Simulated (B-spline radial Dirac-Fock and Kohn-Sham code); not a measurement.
Kohn-Sham estimates against Dirac-Fock for the levels of La⁵¹⁺

System: the La⁵¹⁺ ion, [He] 2s2 2p2.

The density-functional columns are spherical, spin-unpolarised Dirac-Kohn-Sham results without Breit or QED terms: −ε is minus the orbital energy of the initial state and ΔSCF the difference of two total energies. The reference in the last column comes from Dirac-Fock ΔSCF + Breit + QED. All numbers are from an atomic code on a B-spline grid, in eV; a selection of levels is shown. For the 1s level of heavy atoms much of the gap between ΔSCF and the reference is the Breit and QED part, -133.3 eV here; for other levels the error of the functional can be larger.

| level | LDA −ε | LDA ΔSCF | Dirac-Fock |
| --- | --- | --- | --- |
| 1s | 43434.7 | 43888.8 | 43745.5 |
| 2s | 10229.3 | 10341.0 | 10324.7 |
| 2p | 9726.4 | 9856.2 | 9852.9 |

Values without a named source are computed, but for edge energies of neutral atoms, which are taken from tables.
